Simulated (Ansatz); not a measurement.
Ti3Cl3. Total charge 0; doublet. Geometry PBE-D4/def2-SVP; atoms count from 1.

```
atom   x (Å)   y (Å)   z (Å)
 Ti1  -0.046   0.256   0.155
 Ti2  -0.287   2.235  -0.591
 Ti3   0.385  -1.824   0.641
 Cl4  -2.347   0.987  -0.379
 Cl5   1.716  -0.268   1.849
 Cl6   0.579  -1.387  -1.675
```

The charge 0 doublet is spin-contaminated (final ⟨S²⟩ up to 3.28, 0.75 for a pure state). No other spin state of charge 0 was run. The geometry of the doublet was relaxed on an unsound state (⟨S²⟩ 2.59, where a pure state has 0.75). Another isomer (doublet) lies 0.78 eV lower at PBE0-D4/def2-TZVP; other spin states weren't run for this one.

Problem. Estimate the Mulliken populations from the PBE0/def2-TZVP orbitals of Ansatz.

Solution. 
```tsv
atom	charge (e)	spin (α − β)	d electrons
Ti1	0.40	0.34	2.94
Ti2	0.29	3.21	2.81
Ti3	0.55	-2.56	2.79
Cl4	-0.41	0.00	–
Cl5	-0.41	0.00	–
Cl6	-0.41	0.00	–
```
Mulliken values and Mayer orders depend strongly on the basis.

Problem. Where does the spin sit?

Solution. Summed by element: Ti 1.00, Cl 0.00, of 1 unpaired in all. Largest on single atoms: Ti2 3.21, Ti3 -2.56, Ti1 0.34.

Problem. And the Mayer bond orders between bonded heavy atoms (over 0.3)?

Solution. Ti1–Ti2 1.57 (2.13 Å); Ti1–Ti3 1.50 (2.18 Å); Ti1–Cl4 0.52 (2.47 Å); Ti1–Cl5 0.45 (2.50 Å); Ti1–Cl6 0.48 (2.54 Å); Ti2–Cl4 0.55 (2.42 Å); Ti3–Cl5 0.62 (2.38 Å); Ti3–Cl6 0.59 (2.36 Å).
